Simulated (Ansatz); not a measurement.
`O[SiH2][AlH][SiH3]` + H–F → `O[SiH2][AlH][F]` + SiH₄  (cleavage of the Al–Si bond)

Gas-phase electronic energies from Ansatz, PBE0-D4/def2-TZVP geometries. CBS: MP2 limit from def2 TZ/QZ plus the TZ coupled-cluster correction, frozen cores. This one scheme is used for every species. Functionals use def2-TZVPP. One conformer a species, not always the lowest.

```
             level  ΔE (eV)
            PBE-D4    -1.70
     HF/def2-QZVPP    -2.19
    MP2/def2-QZVPP    -2.00
SCS-MP2/def2-QZVPP    -2.05
```

Task: What does CCSD(T)/CBS give? (An estimate is asked.)

Result: Computed: -1.90 eV. The listed levels differ from it by 0.20, -0.29, -0.10, -0.15 eV.

Largest T1 diagnostic among the species: 0.013.

In def2-TZVPP, CCSD(T) changes the Hartree–Fock value by +0.26 eV (the triples alone add +0.03 eV) and MP2 by +0.17 eV. The D4 term adds +0.07 eV with B3LYP and +0.04 eV with PBE0; it sums over pairs of atoms, weighted by their polarisabilities, and B3LYP, whose exchange is more repulsive, gets the larger term.

B3LYP here is the variant with VWN-RPA as its local correlation; programs differ in this.
